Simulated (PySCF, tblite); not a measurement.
Isomers of C5H7F3P2S, one GFN2-xTB conformer each. Single-point energies are computed at PBE0/pcSseg-1 (PySCF, gas phase, no added dispersion term), electronic only.

Question: Rank them by PBE0/pcSseg-1 energy, lowest first (kJ/mol).
A. `[CH:1]#[C:2][CH2:3][PH:4][P@:5]([CH3:6])(=[S:7])[C:8]([F:9])([F:10])[F:11]` with C2–C3–P4–P5 81°, C3–P4–P5–C6 162°
B. `[CH:1]#[C:2][PH:3][P@:4](=[S:5])([CH2:6][CH3:7])[C:8]([F:9])([F:10])[F:11]` with C2–P3–P4–S5 -53°, P3–P4–C6–C7 172°

Answer: A (0.0), B (9.0).

Neighbours under 10 kJ/mol apart (C#CCP[P@](C)(=S)C(F)(F)F and C#CP[P@](=S)(CC)C(F)(F)F) can change places with a better method, another conformer or zero-point energy. GFN2-xTB itself gives, in the same order: 0.0, 7.0. Both levels put the same isomer lowest.

Q: Which frontier levels, dipoles and rotational constants go with these structures?

A: 
| SMILES | HOMO (eV, PBE0/pcSseg-1) | LUMO (eV) | dipole (D) | A, B, C (MHz) |
| --- | --- | --- | --- | --- |
| C#CCP[P@](C)(=S)C(F)(F)F | -7.06 | -0.98 | 3.34 | 849.9, 670.8, 578.9 |
| C#CP[P@](=S)(CC)C(F)(F)F | -6.93 | -1.31 | 2.69 | 895.4, 653.5, 576.6 |

Q: What happens when harmonic zero-point energies from GFN2-xTB frequencies are added?

A: 
```
                  SMILES  ZPE (kJ/mol)  electronic (kJ/mol)  with ZPE (kJ/mol)
C#CCP[P@](C)(=S)C(F)(F)F         282.0                  0.0                0.0
C#CP[P@](=S)(CC)C(F)(F)F         286.1                  9.0               13.1
```

The zero-point energies span 4.1 kJ/mol. The order is unchanged.
